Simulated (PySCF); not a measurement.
Ionisation energy of Br(26+) by level of theory

Br(26+) [He] 2s2 2p5 (2P) → Br(27+) [He] 2s2 2p4 (3P), as a difference of total energies. Calculation: PySCF 2.14, in an uncontracted even-tempered set (18 s from 7 bohr⁻², ratio 2.2; 11 p from 9.1 bohr⁻², ratio 2.2; 6 d from 43 bohr⁻², ratio 2.4; 5 f from 64 bohr⁻², ratio 2.4; 4 g from 96 bohr⁻², ratio 2.4); the non-relativistic Hamiltonian (point nucleus). Correlated levels: nothing frozen; virtual orbitals above 40 to 60 times the deepest correlated orbital energy dropped. The calculations carry no spin-orbit coupling.

```csv
method,ionisation energy (eV)
UHF,2860.1
LDA,2859.6
PBE,2860.7
PBE0,2861.0
r2SCAN,2862.8
M06-L,2862.4
BHandHLYP,2861.6
MP2 (all electrons),2861.7
SCS-MP2 (all electrons),2861.7
```

Spin-orbit coupling is strong in these open shells (close to jj coupling). The scalar numbers leave it out and a first-order estimate fails, so it can dominate the gap to the real levels.

All relativistic terms are absent from these numbers, so their closeness to the reference says little about the methods.

For comparison: 2869 ± 5 eV (semi-empirical (NIST evaluation); NIST Atomic Spectra Database, ionization energies).
